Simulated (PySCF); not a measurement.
Compound: CH7NSi3.
InChI=1S/CH7NSi3/c2-1-4-5-3/h4-5H2,3H3

Torsions of this conformer, `[N:1]#[C:2][SiH2:3][SiH2:4][SiH3:5]`: C2–Si3–Si4–Si5 -54°.

The closed-shell ground state was solved at several levels (PySCF, density fitting, gas phase, non-relativistic). Isolated species at its PBE0-D3(BJ)/def2-SVP geometry (one conformer only).

```
              level  basis functions  total energy (Eh)  HOMO (eV)  LUMO (eV)  gap (eV)  dipole (D)
      PBE0/pcSseg-1              141          -965.0016      -8.52      -0.84      7.68        3.60
CAM-B3LYP/def2-SVPD              168          -965.1481      -9.67       0.23      9.90        3.72
```

Task: Estimate the row for CAM-B3LYP/pcSseg-2, a basis of 299 functions; the other rows only guide the guess.

Result: Total energy -965.5788 Eh, HOMO -9.67 eV, LUMO 0.18 eV, gap 9.85 eV, dipole 3.74 D.

Task: Over all these levels, which gives the widest orbital gap and which the narrowest?

Result: CAM-B3LYP/def2-SVPD (range-separated hybrid) has the widest, 9.90 eV, and PBE0/pcSseg-1 (global hybrid, 25 % exact exchange) the narrowest, 7.68 eV. Functional and basis both differ between the two, so the spread mixes both effects.

Task: How far do the dipole and the HOMO energy spread over the levels?

Result: The dipole runs from 3.60 to 3.74 D (mean 3.69 D) and the HOMO from -9.67 to -8.52 eV.
